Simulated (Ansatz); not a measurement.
Ansatz (a first-principles code) input:

Ansatz 0.2 input:
```yaml
crystal:
  periodic: [false, false, false]
  atoms:
    - {symbol: C, position_ang: [2.66238299, -0.13886979, -0.76718783]}
    - {symbol: C, position_ang: [1.21319618, 0.17449840, -0.80184822]}
    - {symbol: C, position_ang: [0.46791695, -0.27951589, 0.48565997]}
    - {symbol: C, position_ang: [-0.99851463, 0.06191026, 0.47425850]}
    - {symbol: C, position_ang: [-1.50484313, 0.97520201, 1.29910243]}
    - {symbol: C, position_ang: [-1.85432949, -0.67560632, -0.51640076]}
    - {symbol: H, position_ang: [3.37803274, 0.57184219, -0.37698489]}
    - {symbol: H, position_ang: [3.01761325, -1.13622640, -0.99071617]}
    - {symbol: H, position_ang: [0.74638322, -0.31336378, -1.66230469]}
    - {symbol: H, position_ang: [1.05561110, 1.24997552, -0.91757774]}
    - {symbol: H, position_ang: [0.59382810, -1.36220915, 0.59057988]}
    - {symbol: H, position_ang: [0.94768242, 0.18365487, 1.34930175]}
    - {symbol: H, position_ang: [-2.55826557, 1.22730333, 1.29026623]}
    - {symbol: H, position_ang: [-0.88177105, 1.49910702, 2.01370529]}
    - {symbol: H, position_ang: [-2.90390804, -0.39919113, -0.42115180]}
    - {symbol: H, position_ang: [-1.76744962, -1.75690005, -0.37287954]}
    - {symbol: H, position_ang: [-1.54260971, -0.46970427, -1.54374299]}
basis:
  gaussian:
    orbitals: aug-cc-pVDZ
magnetization: {spin_polarized: true, initial_magnetization: 1}
correlation: {method: ccsd_t, electrons: outside_noble_gas}
output: {forces: true}
```

Problem. Which total energy does the run end on?

Solution. -234.53179 Eh (CCSD(T)/aug-cc-pVDZ). The basis has 237 functions.

It need not be the lowest isomer of its formula.
